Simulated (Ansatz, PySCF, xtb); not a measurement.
Potential energy curve for H₂Be, SMILES [BeH2], singlet. The Be1–H3 bond (Be1 also carries H; H3 carries nothing else) is varied alone, starting from the PBE0/def2-TZVP optimised geometry.

Levels: RKS-B3LYP/LANL2DZ = restricted B3LYP/LANL2DZ run with PySCF; RCCSD(T) = CCSD(T) on RHF/aug-cc-pVDZ, frozen core run with Ansatz (an electronic-structure program); GFN1-xTB (xtb).

Total energies in hartree (comparable only within one method and basis):

```tsv
R / Å	RKS-B3LYP/LANL2DZ	RCCSD(T)	GFN1-xTB
0.99	-15.85842	-15.78006	-1.80803
1.08	-15.88825	-15.81099	-1.83501
1.13	-15.89885	-15.82204	-1.84336
1.21	-15.90929	-15.83305	-1.85021
1.27	-15.91307	-15.83719	-1.85166
1.33	-15.91422	-15.83864	-1.85094
1.34	-15.91420	-15.83867	-1.85065
1.39	-15.91331	-15.83802	-1.84864
1.43	-15.91180	-15.83668	-1.84643
1.47	-15.90969	-15.83474	-1.84379
1.56	-15.90323	-15.82865	-1.83658
1.66	-15.89410	-15.81994	-1.82715
1.82	-15.87712	-15.80378	-1.81082
1.98	-15.85903	-15.78679	-1.79426
2.22	-15.83235	-15.76252	-1.76988
2.40	-15.81372	-15.74641	-1.75243
2.67	-15.78881	-15.72656	-1.72845
2.96	-15.76628	-15.71127	-1.70646
3.27	-15.74671	—	-1.68762
3.67	-15.72728	—	-1.66999
4.04	-15.71396	—	-1.65917
4.72	-15.69792	—	-1.64851
```

A dash means that the run gave no value there, or that the column was ended at a point which the program doubted or which failed a test of continuity chosen for this set; such a test can also cut sound points.

The restricted form behind RKS-B3LYP/LANL2DZ keeps the bonding electrons paired and can't separate into open-shell fragments. The T1 diagnostic of CCSD on the restricted reference of RCCSD(T) exceeds 0.045 at 2.96 to 4.72 Å.
